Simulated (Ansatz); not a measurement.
Correlation energies of AlH8NSi2, SMILES `[AlH2][NH][SiH2][SiH3]` by basis set

```xyz
12

Al   -1.054   -1.384    1.990
N    -0.345   -1.103    0.378
Si   -0.581    0.226   -0.707
Si    1.427    1.348   -1.163
H    -2.068   -0.308    2.549
H    -0.616   -2.695    2.760
H     0.304   -1.805    0.045
H    -1.541    1.158   -0.054
H    -1.178   -0.210   -2.005
H     1.227    2.438   -2.158
H     2.432    0.395   -1.715
H     1.993    1.940    0.081
```

Charge 0, multiplicity 1. The geometry is a stationary point of PBE0-D4/def2-TZVP. It is one conformer, not always the lowest. Frozen core, restricted reference, Ansatz 0.2.0. CBS rows extrapolate triple and quadruple zeta; past MP2 they add the triple-zeta difference.

```json
{"basis": "def2-TZVPP", "HF (Eh)": "-878.99073", "MP2 corr.": "-0.54853"}
{"basis": "def2-QZVPP", "HF (Eh)": "-879.01923", "MP2 corr.": "-0.58800"}
```

Estimate the CCSD correlation energy and the (T) correction in each basis where they were run (hartree).


```
     basis  CCSD corr.       (T)
def2-TZVPP    -0.61103  -0.02149
 CBS(def2)    -0.67973     as TZ
```
